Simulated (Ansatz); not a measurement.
Molecule: trihydroxy(propan-2-yl)silane, C3H10O3Si (charge 0, singlet). SMILES: CC(C)[Si](O)(O)O
Geometry from a B3LYP-D3(BJ)/def2-TZVP (Ansatz, a first-principles code) optimisation:
```xyz
17

C     -1.1894     1.7328    -0.8032
C     -1.1859     0.3339    -0.1699
C     -1.8312    -0.6961    -1.1083
Si     0.5281    -0.1845     0.3602
O      1.4106    -0.2422    -1.0338
O      1.1964     0.8307     1.4665
O      0.5495    -1.6194     1.1613
H     -0.5813     1.7544    -1.7100
H     -0.8002     2.4909    -0.1194
H     -2.2043     2.0336    -1.0770
H     -1.7777     0.3747     0.7522
H     -2.8450    -0.3917    -1.3821
H     -1.2560    -0.8010    -2.0305
H     -1.9040    -1.6824    -0.6437
H      2.3324    -0.5053    -0.9665
H      1.3801     1.7294     1.1855
H      0.2494    -2.3958     0.6841
```

Quantity: atomisation energy (electronic, to ground-state atoms), in kcal/mol. Correlated levels leave the core frozen unless marked. UHF or UKS for open shells. Spin-orbit coupling is left out. No relativistic terms. The coupled-cluster limit lacks core correlation, which all-electron functionals hold. Basis-set limits of correlation are two-point, X^-3; Hartree-Fock from the larger set. The bracket is a focal-point correction in the basis named.

| level | program | atomisation energy (kcal/mol) |
|---|---|---|
| PBE-D3(BJ)/def2-TZVPD | Ansatz + dftd3 | 1662.0 |
| r2SCAN/def2-TZVPD | Ansatz | [?] |
| BHLYP-D4/def2-TZVPD | Ansatz + dftd4 | 1588.3 |
| wB97X/def2-TZVPD | Ansatz | 1634.0 |
| B2GP-PLYP-D3(BJ)/def2-TZVPD | Ansatz + dftd3 | 1621.3 |
| PBE-QIDH/def2-TZVPD | Ansatz | [?] |
| CCSD(T) with core electrons (1s frozen past Ne)/cc-pwCVTZ | Ansatz | [?] |
| RI-MP2/CBS(aug-cc-pV(T+d)Z,aug-cc-pV(Q+d)Z)+[CCSD(T)-MP2]/aug-cc-pV(T+d)Z | Ansatz | [?] |

Q: What belongs in the gaps?

A: 
- r2SCAN/def2-TZVPD, atomisation energy (kcal/mol): 1638.8
- PBE-QIDH/def2-TZVPD, atomisation energy (kcal/mol): 1622.8
- CCSD(T) with core electrons (1s frozen past Ne)/cc-pwCVTZ, atomisation energy (kcal/mol): 1611.4
- RI-MP2/CBS(aug-cc-pV(T+d)Z,aug-cc-pV(Q+d)Z)+[CCSD(T)-MP2]/aug-cc-pV(T+d)Z, atomisation energy (kcal/mol): 1648.9
